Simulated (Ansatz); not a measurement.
C₂H₆Ga (`C[CH2][GaH]`) radical at its PBE0-D4/def2-TZVP geometry, where that method's forces vanish. Charge 0, multiplicity 2.

```xyz
9

C    -0.3137    1.1106    0.3821
C    -0.2291   -0.3704    0.0542
Ga    1.3857   -1.0070   -0.9428
H     0.5272    1.4345    1.0005
H    -1.2314    1.3550    0.9264
H    -0.2988    1.7244   -0.5220
H    -1.0824   -0.6964   -0.5543
H    -0.2596   -0.9853    0.9627
H     1.5022   -2.5654   -1.3068
```

(1) What forces (eV/Å) does r2SCAN-D4/def2-TZVPP give on these atoms in Ansatz 0.2.0? (Estimate.)

Answers

(1) The calculation gave: 
```
C1  -0.009  0.136  0.031
C2   0.023 -0.111 -0.034
Ga3  0.012 -0.070 -0.020
H4  -0.017 -0.006 -0.011
H5   0.009  0.003 -0.004
H6  -0.001 -0.011  0.018
H7   0.002 -0.008  0.000
H8   0.000 -0.007 -0.004
H9  -0.019  0.074  0.025
```
